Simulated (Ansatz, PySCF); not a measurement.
Dimer: HCl (SMILES Cl) (first 2 atoms) with ClH3Si (SMILES [SiH3]Cl); geometry from B3LYP-D3(BJ)/def2-TZVP, rigid monomers moved along the line of their centres of mass till H2···Cl4 is 2.22 Å.
(charge 0, multiplicity 1):
```xyz
7

Cl    -0.3135    -0.4178     0.9692
H      0.5898    -0.1007     1.8322
Si    -0.5841     0.3029     4.5595
Cl     1.3667     0.4393     3.8445
H     -1.0564    -1.0729     4.3268
H     -1.4042     1.2829     3.8268
H     -0.5434     0.6147     6.0003
```

Monomers are frozen at their geometry in the pair; levels with a basis set take the counterpoise correction.

Frozen-core correlation. CBS(a, b) extrapolates the correlation energy as X⁻³ and adds the Hartree–Fock energy of set b.

The values were computed with Ansatz (a program for electronic structure) with Gaussian orbitals; PySCF for the dispersion terms. Each number belongs to the level named beside it.

```tsv
level	interaction energy (kJ/mol)
HF/aug-cc-pV(T+d)Z	10.4
PBE-D3(BJ)/def2-TZVPPD	-11.8
r2SCAN/def2-TZVPPD	-8.0
B3LYP-D3(BJ)/def2-TZVPPD	-10.3
B3LYP-D4/def2-TZVPPD	-8.6
PBE0-D4/def2-TZVPPD	-10.1
wB97M-V/def2-TZVPPD	-7.3
CCSD/aug-cc-pV(D+d)Z	(withheld)
MP2/CBS(aug-cc-pV(D+d)Z, aug-cc-pV(T+d)Z) + ΔCCSD(T)/aug-cc-pV(D+d)Z	-7.3
```

### Question
Some entries are withheld; supply them.

### Answer

- CCSD/aug-cc-pV(D+d)Z, interaction energy (kJ/mol): 0.5
